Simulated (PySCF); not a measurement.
Polarisability and C₆ of Gd⁺ (gadolinium, charge +1)

[Xe] 4f7 5d1 6s1, high-spin 10D determinant. All numbers are calculated (PySCF 2.14, scalar relativity by spin-free X2C-1e, in ANO-RCC-VDZP (7s6p4d2f1g, 68 functions)). Coupled (time-dependent) response in atomic units; α is the mean over directions. The basis has no added diffuse functions, which lowers α and C₆. A double-zeta set is small for polarisabilities.

```tsv
method	mean α (bohr³)	α xx, yy, zz	C₆ (like pair)	S(−4)
PBE0	78.76	80.95, 80.95, 74.38	722.5	4086
```

S(−4) is the Cauchy moment in α(ω) = α(0) + S(−4) ω² + …

Spin-orbit coupling is absent.

α(iu) at PBE0:

| u (hartree) | α(iu) (bohr³) |
| --- | --- |
| 0 | 78.76 |
| 0.0500 | 69.81 |
| 0.100 | 52.60 |
| 0.200 | 28.30 |
| 0.300 | 17.63 |
| 0.500 | 9.815 |
| 0.750 | 6.429 |
| 1.00 | 4.790 |
| 1.50 | 3.084 |
| 2.00 | 2.195 |
| 3.00 | 1.316 |
| 5.00 | 0.6624 |

A single London oscillator, α(iu) = α/(1 + u²/ω²), gives C₆ = (3/4) ω α². Matching the computed C₆ needs ω = 4 × 722.5 / (3 × 78.76²) = 0.155 hartree.

For an ion, C₆ is the dispersion term alone; charge-induced terms of lower order in 1/R come first.

The components differ because the open shell of this determinant is not spherical; for a pure term their mean is the scalar polarisability.

Spin-orbit coupling, absent here, splits the open shell strongly.
